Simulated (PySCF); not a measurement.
Polarisability and C₆ of Co(2+) (cobalt, charge +2)

[Ar] 3d7, high-spin 4F determinant. All numbers are calculated (PySCF 2.14, scalar relativity by spin-free X2C-1e, in aug-cc-pVDZ-DK (7s6p4d2f, 59 functions)). Coupled (time-dependent) response in atomic units; α is the mean over directions. A double-zeta set is small for polarisabilities.

| method | mean α (bohr³) | C₆ (like pair) | S(−4) |
| --- | --- | --- | --- |
| BP86 | 3.740 | 10.53 | 8.256 |

S(−4) is the Cauchy moment in α(ω) = α(0) + S(−4) ω² + …

α(iu) at BP86:

| u (hartree) | α(iu) (bohr³) |
| --- | --- |
| 0 | 3.740 |
| 0.0500 | 3.719 |
| 0.100 | 3.660 |
| 0.200 | 3.454 |
| 0.300 | 3.188 |
| 0.500 | 2.666 |
| 0.750 | 2.162 |
| 1.00 | 1.797 |
| 1.50 | 1.304 |
| 2.00 | 0.9924 |
| 3.00 | 0.6356 |
| 5.00 | 0.3275 |

A single London oscillator, α(iu) = α/(1 + u²/ω²), gives C₆ = (3/4) ω α². Matching the computed C₆ needs ω = 4 × 10.53 / (3 × 3.740²) = 1.00 hartree.

For an ion, C₆ is the dispersion term alone; charge-induced terms of lower order in 1/R come first.
